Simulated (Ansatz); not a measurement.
`CS[SiH](F)F` + H–F → `F[SiH](F)F` + CH₃SH at 298.15 K and 1 bar (ligand exchange at the Si–S bond).

Computed with Ansatz on PBE0-D4/def2-TZVP structures; ΔE is electronic, products minus reactants. CBS: MP2 limit from def2 TZ/QZ plus the TZ coupled-cluster correction, frozen cores. This one scheme is used for every species. Each species was taken in one conformer, which may not be the lowest.

```json
{"species": "`CS[SiH](F)F`", "CCSD(T)/CBS energy (Eh)": "-927.06449", "H − E (kJ/mol)": "163.8", "S (J/(mol·K))": "353.6"}
{"species": "H–F", "CCSD(T)/CBS energy (Eh)": "-100.39570", "H − E (kJ/mol)": "33.5", "S (J/(mol·K))": "173.6"}
{"species": "`F[SiH](F)F`", "CCSD(T)/CBS energy (Eh)": "-589.26725", "H − E (kJ/mol)": "60.9", "S (J/(mol·K))": "277.9"}
{"species": "CH₃SH", "CCSD(T)/CBS energy (Eh)": "-438.22835", "H − E (kJ/mol)": "133.0", "S (J/(mol·K))": "253.2"}
```

H − E and S are ideal-gas, rigid-rotor, harmonic terms from PBE0-D4/def2-TZVP, for one conformer and one mirror image of each species. 1 Eh = 2625.50 kJ/mol, R = 8.31446 J/(mol·K).

By hand: ΔE, ΔH, ΔS and ΔG.

ΔE = (-589.26725) + (-438.22835) − (-927.06449) − (-100.39570) = -0.03541 Eh = -93.0 kJ/mol. Δ(H − E) = 60.9 + 133.0 − 163.8 − 33.5 = -3.4, so ΔH = -96.4 kJ/mol. ΔS = 277.9 + 253.2 − 353.6 − 173.6 = 3.9 J/(mol·K). ΔG = -96.4 − 298.15 × (3.9)/1000 = -97.6 kJ/mol.

By hand: the equilibrium constant, and the temperature at which ΔG would vanish if ΔH and ΔS stayed fixed.

log₁₀ K = −ΔG/(RT ln 10) = 17.1. ΔH and −TΔS have one sign here, so there is no such temperature. One of them is within its doubt of zero, so this could turn.

The number of gas molecules stays the same, so ΔS is small and ΔH decides. A doubt of 5 kJ/mol in ΔE shifts log₁₀ K by 0.9 here. Other conformers and mirror images would add mixing entropy, several J/(mol·K) or more a flexible species. Modes under 60 cm⁻¹, often nearly free rotors, make the harmonic entropy too high. These are equilibria of isolated gas molecules and say nothing of rates. Largest T1 diagnostic: 0.012 (customary marks: 0.02 for closed shells, 0.045 for open ones).
